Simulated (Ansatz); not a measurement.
## Abstraction of F: BF3 + GaHF → BF2 + GaHF2

Gas-phase species: BF3 (boron trifluoride) `FB(F)F`, singlet; GaHF `[F][GaH]`, doublet; BF2 `F[B]F`, doublet; GaHF2 `[F][GaH][F]`, singlet. A radical takes F: the energy is the difference in strength between the B–F bond broken and the Ga–F bond made.

Shapes, held fixed at every level: PBE0-D4/def2-TZVP. Programs: Ansatz 0.2.0. The zero-point and thermal change to 298 K, harmonic and unscaled (PBE0-D4/def2-TZVP), is -1.9 kJ/mol.

```csv
level,kind,ΔH(298 K) (kJ/mol),less CCSD(T)/def2-TZVPP
MP2/def2-SVP,perturbation theory,+171.4,+6.1
HF/def2-SVP,Hartree–Fock,+177.6,+12.3
SPW92/def2-TZVPP,LDA,+184.2,+18.9
wB97M-V/def2-TZVPP,range-separated hybrid,+180.9,+15.6
B2PLYP/def2-TZVPP,double hybrid,+168.8,+3.5
CCSD/def2-SVP,coupled cluster or CI,+177.9,+12.6
CCSD(T)/def2-TZVPP,coupled cluster or CI,+165.3,0.0
```

The highest level, CCSD(T)/def2-TZVPP, gives ΔH(298 K) = +165.3 kJ/mol; the levels span +165.3 to +184.2. The column of differences is taken from that level and isn't an error. No measured value is set beside it here. Open shells run unrestricted. Relativity is left out for Ga. Outer-core shells of Ga are correlated, in sets that cover them unevenly. CCSD(T)/def2-TZVPP lies outside the range of the other correlated levels here, so it shouldn't be taken on trust.
